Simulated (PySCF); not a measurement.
These are PySCF with ωB97X-D3(BJ)/def2-TZVP // PBE0-D3(BJ)/def2-TZVP values and carry that method's errors. Gas-phase values, no solvent. One relaxed conformer stands for a flexible species; it need not be the lowest. Excitations are Tamm–Dancoff values on a coarser integration grid. The basis has no diffuse functions, so Rydberg states are missing or too high.

Reference species (SMILES): `C=[SiH2]` (neutral, multiplicity 1).

```yaml
brightest of the four lowest singlets (TDA): 5.60 eV
HOMO: -8.87 eV
S1 excitation (TDA): 5.60 eV
```

Changed species: `C=[SiH]CF` (C–Si–C–F torsion 128°) (X = fluoromethyl; the reference has X = H).

Question: Give the shifts of the brightest of the four lowest singlets (TDA), HOMO and S1 excitation (TDA).

Answer: the brightest of the four lowest singlets (TDA) rises by 0.05 eV, to 5.65 eV; the HOMO falls by 0.04 eV, to -8.91 eV; the S1 excitation (TDA) rises by 0.05 eV, to 5.65 eV.
